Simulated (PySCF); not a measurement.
A PySCF script (with the pyscf-properties extension) for the NMR shieldings of SMILES FC(F)O[C@H]([SiH3])C[SiH3], C3H10F2OSi2, on a GFN2-xTB geometry:

```python
import basis_set_exchange as bse
import numpy as np
from pyscf import gto, dft
from pyscf.prop import nmr

atoms = """
F    -2.282940   -1.750204    1.214683
C    -1.483168   -0.679172    1.338146
F    -2.287557    0.315879    1.827042
O    -0.971532   -0.380253    0.147916
C     0.174911    0.513421    0.147549
Si   -0.463749    2.308000   -0.096759
C     1.095789    0.031965   -0.963408
Si    1.267664   -1.868909   -0.914894
H    -0.735837   -0.886251    2.132001
H     0.687414    0.388379    1.111401
H    -1.330529    2.284887   -1.270186
H     0.720608    3.140074   -0.318650
H    -1.170180    2.742547    1.104007
H     2.059544    0.528052   -0.853643
H     0.689190    0.334804   -1.928468
H     2.436195   -2.226398   -1.723204
H     1.510862   -2.270170    0.475901
H     0.074557   -2.520334   -1.441090
"""
names = dict.fromkeys(["F", "C", "O", "Si", "H"], "pcSseg-1")
basis = {el: gto.basis.parse(bse.get_basis(n, elements=[el], fmt="nwchem")) for el, n in names.items()}
mol = gto.M(atom=atoms, basis=basis, charge=0, verbose=0)
mf = dft.RKS(mol, xc="PBE0")
mf.grids.level = 2
mf.grids.alignment = dft.numint.BLKSIZE   # the property module wants whole blocks of grid points
mf.conv_tol = 1e-9
mf.kernel()

calc = nmr.RKS(mf)   # GIAO
C = mf.mo_coeff
Co = C[:, mf.mo_occ > 0]
resp = mf.gen_response(singlet=True, hermi=2)
def vind(x):   # induced exchange potential for any number of trial vectors
    d = np.einsum("pi,xij,qj->xpq", C, 2 * x.reshape(-1, C.shape[1], Co.shape[1]), Co, optimize=True)
    return np.einsum("xpq,pi,qj->xij", resp(d - d.transpose(0, 2, 1)), C, Co, optimize=True).ravel()
mo1, _ = nmr.rhf.solve_mo1(calc, with_cphf=vind)
sigma = calc.kernel(mo1)
for i, s in enumerate(sigma):   # ppm
    w = np.linalg.eigvalsh((s + s.T) / 2)
    print("%2d %-2s iso %8.1f  s11 %8.1f  s22 %8.1f  s33 %8.1f" % (i, mol.atom_pure_symbol(i), w.mean(), *w))
```

Question: Give the expected output.

Answer: 
```
 0 F  iso    267.4  s11    179.7  s22    278.6  s33    343.9
 1 C  iso     60.5  s11     42.9  s22     58.1  s33     80.6
 2 F  iso    253.7  s11    172.0  s22    234.5  s33    354.7
 3 O  iso    210.2  s11    146.9  s22    211.9  s33    271.7
 4 C  iso    113.4  s11     76.8  s22     97.9  s33    165.6
 5 Si iso    413.5  s11    380.3  s22    402.4  s33    457.8
 6 C  iso    169.0  s11    147.9  s22    168.7  s33    190.5
 7 Si iso    420.4  s11    391.5  s22    411.3  s33    458.4
 8 H  iso     25.5  s11     23.2  s22     24.6  s33     28.6
 9 H  iso     28.1  s11     25.7  s22     28.1  s33     30.6
10 H  iso     27.8  s11     24.8  s22     26.2  s33     32.2
11 H  iso     27.9  s11     24.3  s22     26.2  s33     33.3
12 H  iso     27.4  s11     23.2  s22     26.8  s33     32.2
13 H  iso     30.7  s11     25.5  s22     28.9  s33     37.5
14 H  iso     30.2  s11     25.7  s22     29.9  s33     35.0
15 H  iso     27.8  s11     24.4  s22     25.4  s33     33.7
16 H  iso     28.0  s11     24.7  s22     27.0  s33     32.5
17 H  iso     27.5  s11     23.7  s22     26.7  s33     32.1
```

These numbers come from an equivalent density-fitted implementation of the same equations, which agrees with the script to about 0.01 ppm for H and up to a few tenths of a ppm for heavy atoms, so last digits may differ.

Question: Turn these shieldings into chemical shifts. References, each an isolated molecule treated in the same way: ¹⁹F (170.95 ppm) against CFCl3; TMS for ¹³C (186.93 ppm) and ²⁹Si (349.16 ppm) and ¹H (31.72 ppm); H2O for ¹⁷O (336.08 ppm).

Answer: Averaging equivalent atoms: F 2: -82.8; F 0: -96.4; C 1: 126.4; C 4: 73.5; C 6: 17.9; O 3: 125.9; Si 5: -64.3; Si 7: -71.2; H 8: 6.26; H 10/11/12: 4.02; H 15/16/17: 3.93; H 9: 3.60; H 14: 1.53; H 13: 1.05 ppm. Unscaled 19F shifts against computed CFCl3 carry errors that often reach 10 to 50 ppm. Experimental scales use liquid or dissolved standards, which lie at an offset from isolated H2O (liquid H2O: subtract about 36 ppm).

Size and cost of the density-fitted run: 200 basis functions, 63 s wall time on 1 thread of an Arm Neoverse N1, shared host; peak memory 0.91 GiB.
